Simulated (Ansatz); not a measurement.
Start from `[NH2][SnH2][SiH2]O` and change one atom or group to get `[CH3][SnH2][SiH2]O`.

Ansatz, PBE0-D4/def2-TZVP geometries, multiplicity 1. Each molecule was computed in one conformer, which needn't be the lowest.

Elements past krypton have def2 core potentials.

```json
{"property": "HOMO–LUMO gap (PBE/def2-TZVPP) / eV", "`[NH2][SnH2][SiH2]O`": "4.71"}
{"property": "HOMO energy (B3LYP/def2-TZVPP) / eV", "`[NH2][SnH2][SiH2]O`": "-7.27"}
{"property": "LUMO energy (PBE0/def2-TZVPP) / eV", "`[NH2][SnH2][SiH2]O`": "-0.83"}
{"property": "HOMO energy (ωB97M-V/def2-TZVPP) / eV", "`[NH2][SnH2][SiH2]O`": "-9.50"}
{"property": "HOMO–LUMO gap (ωB97M-V/def2-TZVPP) / eV", "`[NH2][SnH2][SiH2]O`": "10.16"}
{"property": "size of the dipole moment (ωB97M-V/def2-TZVPP) / D", "`[NH2][SnH2][SiH2]O`": "2.33"}
```

Problem. What does the change do to each property? (An estimate is asked.)

Solution. Ansatz gave: 
| property | `[CH3][SnH2][SiH2]O` | shift |
| --- | --- | --- |
| HOMO–LUMO gap (PBE/def2-TZVPP) / eV | 4.92 | 0.21 |
| HOMO energy (B3LYP/def2-TZVPP) / eV | -7.12 | 0.15 |
| LUMO energy (PBE0/def2-TZVPP) / eV | -0.46 | 0.37 |
| HOMO energy (ωB97M-V/def2-TZVPP) / eV | -9.33 | 0.17 |
| HOMO–LUMO gap (ωB97M-V/def2-TZVPP) / eV | 10.48 | 0.32 |
| size of the dipole moment (ωB97M-V/def2-TZVPP) / D | 0.85 | -1.48 |

With PBE0 the HOMO rises by 0.16 eV and the LUMO rises by 0.37 eV, so the gap widens by about 0.21 eV. PBE moves the HOMO by 0.09 eV and ωB97M-V by 0.17 eV. Dipoles are sizes alone; their direction can turn.

B3LYP here is the variant with VWN-RPA as its local correlation; programs differ in this.
